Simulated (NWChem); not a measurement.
Species: 1,3-disilacyclobutane (C2H8Si2); SMILES C1[SiH2]C[SiH2]1

```xyz
12

C      1.3589     0.0000     0.1559
Si     0.0000     1.3152    -0.0790
C     -1.3589     0.0000     0.1559
Si     0.0000    -1.3152    -0.0790
H      1.7455     0.0000     1.1889
H      2.2149     0.0000    -0.5335
H      0.0000     2.4462     0.9020
H      0.0000     1.8817    -1.4635
H     -1.7455     0.0000     1.1889
H     -2.2149     0.0000    -0.5335
H      0.0000    -2.4462     0.9020
H      0.0000    -1.8817    -1.4635
```
Atoms are numbered in this order, from 1.

Level: PBE0/def2-SVP (NWChem), optimised geometry, unscaled harmonic frequencies. 

Task: List the harmonic frequencies with IR intensities, and the thermochemistry.

Result: 
```json
[
 {"frequency (cm⁻¹)": "84", "IR intensity (km/mol)": "2.0"},
 {"frequency (cm⁻¹)": "378", "IR intensity (km/mol)": "1.8"},
 {"frequency (cm⁻¹)": "412", "IR intensity (km/mol)": "0.2"},
 {"frequency (cm⁻¹)": "447", "IR intensity (km/mol)": "0.2"},
 {"frequency (cm⁻¹)": "497", "IR intensity (km/mol)": "7.4"},
 {"frequency (cm⁻¹)": "572", "IR intensity (km/mol)": "0.0"},
 {"frequency (cm⁻¹)": "628", "IR intensity (km/mol)": "0.0"},
 {"frequency (cm⁻¹)": "649", "IR intensity (km/mol)": "41.6"},
 {"frequency (cm⁻¹)": "657", "IR intensity (km/mol)": "1.1"},
 {"frequency (cm⁻¹)": "750", "IR intensity (km/mol)": "0.0"},
 {"frequency (cm⁻¹)": "753", "IR intensity (km/mol)": "27.3"},
 {"frequency (cm⁻¹)": "772", "IR intensity (km/mol)": "1.0"},
 {"frequency (cm⁻¹)": "798", "IR intensity (km/mol)": "80.0"},
 {"frequency (cm⁻¹)": "903", "IR intensity (km/mol)": "312.5"},
 {"frequency (cm⁻¹)": "929", "IR intensity (km/mol)": "0.0"},
 {"frequency (cm⁻¹)": "932", "IR intensity (km/mol)": "127.0"},
 {"frequency (cm⁻¹)": "958", "IR intensity (km/mol)": "5.9"},
 {"frequency (cm⁻¹)": "966", "IR intensity (km/mol)": "13.0"},
 {"frequency (cm⁻¹)": "969", "IR intensity (km/mol)": "0.0"},
 {"frequency (cm⁻¹)": "980", "IR intensity (km/mol)": "202.1"},
 {"frequency (cm⁻¹)": "1358", "IR intensity (km/mol)": "24.8"},
 {"frequency (cm⁻¹)": "1374", "IR intensity (km/mol)": "4.2"},
 {"frequency (cm⁻¹)": "2209", "IR intensity (km/mol)": "290.0"},
 {"frequency (cm⁻¹)": "2216", "IR intensity (km/mol)": "48.8"},
 {"frequency (cm⁻¹)": "2222", "IR intensity (km/mol)": "4.4"},
 {"frequency (cm⁻¹)": "2227", "IR intensity (km/mol)": "198.1"},
 {"frequency (cm⁻¹)": "3094", "IR intensity (km/mol)": "0.2"},
 {"frequency (cm⁻¹)": "3095", "IR intensity (km/mol)": "0.2"},
 {"frequency (cm⁻¹)": "3175", "IR intensity (km/mol)": "0.0"},
 {"frequency (cm⁻¹)": "3177", "IR intensity (km/mol)": "0.3"}
]
```

| Item | Value |
|---|---|
| zero-point energy | 54.6 kcal/mol |
| thermal correction to the enthalpy at 298.15 K (with zero-point energy) | 58.9 kcal/mol |
| heat capacity Cv | 23.6 cal/(mol K) |
| entropy at 298.15 K and 1 atm (symmetry number 2) | 74.4 cal/(mol K) |
| dipole moment | 0.39 D |

Rigid rotor and harmonic oscillator; modes under 100 cm⁻¹ make the entropy uncertain.
